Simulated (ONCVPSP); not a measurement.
**What one change does to a pseudopotential (Rb (Z = 37), ONCV)**

ONCVPSP 4.0.1 input, shortened (lines: element, Z, core and valence counts, functional; n l f; lmax; l rc ep ncon nbas qcut; lloc lpopt rc5 dvloc0; l nproj debl; icmod fcfact rcfact), Wu-Cohen, fully relativistic:

```
  Rb 37.00    6    3  -118130      upf
    1    0    2.00
    2    0    2.00
    2    1    6.00
    3    0    2.00
    3    1    6.00
    3    2   10.00
    4    0    2.00
    4    1    6.00
    5    0    0.50
    2
    0    2.45    0.00    4    8    6.30
    1    2.05    0.00    3    8    7.50
    2    2.05    0.03    4    7    5.10
    2    5    2.05    0.00
    0    2    2.50
    1    2    2.70
    2    0    3.70
    2    0.25    0.95
```

Open shells are filled in proportion to 2j + 1.

Change: all radii but the core radius scaled by about 0.80 (s 1.94, p 1.64, d 1.64 bohr).

Cutoffs: the cutoffs (Ha) at which the residual kinetic energy of the hardest occupied pseudo-wave falls to 1 and 0.1 mHa per electron; they do not see the model core or the augmentation charge, which bear on the density cutoff. Errors are all-electron minus pseudo energies relative to the spin-unpolarised reference configuration.

Problem. How do hardness, ghosts and transferability respond?

Solution. The potential gets harder (14 Ha and 18 Ha → 17 Ha and 22 Ha); of the 4 tests that both files solve, the error grows in 0 and shrinks in 2 by more than 15 % and 0.3 meV (median size 0.4 → 0.0 meV); neither file shows a bound ghost. A smaller radius makes the pseudo-wave follow the all-electron one further in, where it bends more sharply, so more plane waves are needed.

| quantity | base | changed |
| --- | --- | --- |
| cutoff, loose | 14 Ha | 17 Ha |
| cutoff, tight | 18 Ha | 22 Ha |
| loose cutoff by channel | s 10 Ha, p 14 Ha | s 13 Ha, p 17 Ha |
| bound ghosts | none | none |
| GHOST(+) flags under 300 eV | none | s at 126.1 eV |
| error for 4s2 4p6 5s1, meV [ΔE -1.52 eV] | 0.0 | 0.0 |
| error for 4s2 4p6 5s0, meV [ΔE 2.49 eV] | 0.0 | 0.0 |
| error for 4s2 4p6 5s0 5p1, meV [ΔE -0.08 eV] | +0.7 | +0.1 |
| error for 4s2 4p5 5s1, meV [ΔE 19.66 eV] | +3.0 | +2.4 |
| rms error of d²Exc/dni dnj with the model core, mHa | 4.56 | 5.01 |

Base: These tests converged, but a pseudo level misses the all-electron one widely, so the file describes the atom poorly there or has found another state: 4s2 4p6 5s0 5p1: empty 5s by 3.1 eV. Changed file: These tests converged, but a pseudo level misses the all-electron one widely, so the file describes the atom poorly there or has found another state: 4s2 4p6 5s0 5p1: empty 5s by 3.1 eV.
